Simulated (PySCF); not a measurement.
# What a mistake does to a calculation on AlBH4O

These are calculations, not measurements. They come from PySCF 2.14.0, an open-source quantum chemistry program, on an isolated molecule that a program drew, which may never have been made. The molecule is AlBH4O (charge 0, singlet), drawn as the SMILES string `[BH2][AlH][OH]`.

Each row is a Hartree-Fock (HF) and frozen-core CCSD(T) single point in the cc-pV(D+d)Z basis, meant for a local HF minimum. Run 1 is clean. Each other run has one planted mistake out of seven kinds, and not every kind appears here: one electron removed, one electron added, multiplicity raised by two, geometry at a saddle point, minimal basis STO-3G, one bond length entered in bohr, all coordinates scaled. The reference is restricted for singlets and unrestricted otherwise, and also for a bond in bohr. Adding or removing an electron swaps singlet and doublet. Electrons count all cores. HOMO and LUMO are orbital energies over both spins, the gradient is its largest component, and the lowest frequency (negative if imaginary) is given only where the gradient is small. Bond lengths are over the 6 bonds as drawn. T1 is the CCSD diagnostic: over 0.02 (restricted) or 0.045 (unrestricted) a single reference is doubtful.

Geometry of the clean run:
```xyz
7
AlBH4O, angstrom
B    -0.9735    0.4909   -0.1539
Al    0.0603    0.9913    1.6559
O     1.5492    1.7885    1.4944
H    -1.7636    1.2344   -0.6766
H    -0.8143   -0.5588   -0.7223
H    -0.4661    0.6702    3.1190
H     2.1348    2.0785    2.1737
```

| run | electrons | basis functions | <S^2> | HOMO (eV) | LUMO (eV) | gradient (hartree/bohr) | lowest frequency (cm^-1) | mean bond (Å) | longest bond (Å) | T1 | HF (hartree) | CCSD(T) (hartree) | mistake |
|---|---|---|---|---|---|---|---|---|---|---|---|---|---|
| 1 | 30 | 71 | 0.000 | -10.23 | 1.41 | 3.3e-05 | 153 | 1.4632 | 2.143 | 0.0135 | -343.80890 | -344.18566 | no fault |
| 2 | 30 | 71 | 0.000 | -10.21 | 0.63 | 5.8e-05 | -149 | 1.4660 | 2.162 | 0.0140 | -343.80598 | -344.18326 | geometry at a saddle point |
| 3 | 30 | 23 | 0.000 | -7.72 | 7.11 | 5.6e-02 | - | 1.4632 | 2.143 | 0.0166 | -339.52841 | -339.65913 | minimal basis STO-3G |
| 4 | 30 | 71 | 0.000 | -10.28 | 1.61 | 1.1e-01 | - | 1.3168 | 1.929 | 0.0111 | -343.73761 | -344.10654 | ? |

**Which mistake was planted in run 4, and what did it cost?**

The mean and the longest bond both change by the same factor, 0.900, and the gradient is no longer small. So the mistake is: all coordinates scaled. Subtracting run 1 and multiplying by 627.51 kcal/mol a hartree, the energy moved by 44.7 kcal/mol in HF and 49.6 kcal/mol in CCSD(T).

